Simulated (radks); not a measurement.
Gd+, configuration [Xe] 4f8 5d0.5 6p0.5 (fractional occupations, a model configuration).

All-electron calculation, scalar-relativistic Kohn-Sham, LDA (Slater exchange, Perdew-Wang correlation), spin-polarised, spherical densities, finite nucleus; open shells are filled with parallel spins first (spin-orbit coupling, left out, can overturn this in heavy ions); Fermi nuclear charge, rms radius 5.1569 fm. Program: a radial shooting solver on a logarithmic mesh with Libxc functionals.

Energy parts (eV):
| part | energy |
|---|---|
| total | -306475.29 |
| kinetic | 328955.19 |
| electron-nucleus | -747790.07 |
| Hartree | 118929.73 |
| exchange-correlation | -6570.13 |

Orbitals (lengths in bohr, moments of r in powers of bohr; r(90%) holds 90 % of the orbital's charge):
| orbital | occ. | eigenvalue (eV) | r(90%) |
|---|---|---|---|
| 1s up | 1 | -50046.88 | 0.0397 |
| 1s down | 1 | -50046.88 | 0.0397 |
| 2s up | 1 | -8263.457 | 0.144 |
| 2s down | 1 | -8263.363 | 0.144 |
| 2p up | 3 | -7357.790 | 0.134 |
| 2p down | 3 | -7357.720 | 0.134 |
| 3s up | 1 | -1830.314 | 0.359 |
| 3s down | 1 | -1828.139 | 0.359 |
| 3p up | 3 | -1549.620 | 0.364 |
| 3p down | 3 | -1547.462 | 0.364 |
| 3d up | 5 | -1177.747 | 0.345 |
| 3d down | 5 | -1176.056 | 0.344 |
| 4s up | 1 | -368.7628 | 0.796 |
| 4s down | 1 | -363.9100 | 0.796 |
| 4p up | 3 | -276.2989 | 0.854 |
| 4p down | 3 | -271.4891 | 0.854 |
| 4d up | 5 | -148.3181 | 0.961 |
| 4d down | 5 | -143.5914 | 0.963 |
| 4f up | 7 | -10.5565 | 1.60 |
| 4f down | 1 | -6.4858 | 1.79 |
| 5s up | 1 | -53.2479 | 1.95 |
| 5s down | 1 | -50.5916 | 1.97 |
| 5p up | 3 | -31.2859 | 2.35 |
| 5p down | 3 | -29.2109 | 2.39 |
| 5d up | 0.5 | -7.5605 | 4.47 |
| 5d down | 0 | -6.4989 | 4.72 |
| 6p up | 0.5 | -5.8123 | 7.04 |
| 6p down | 0 | -5.1325 | 7.45 |

The highest occupied level is 6p up at -5.812 eV. The configuration is held as typed, so some empty levels lie below it. The electron density at the nucleus is 6.555e+05 e/bohr^3 (large components only).
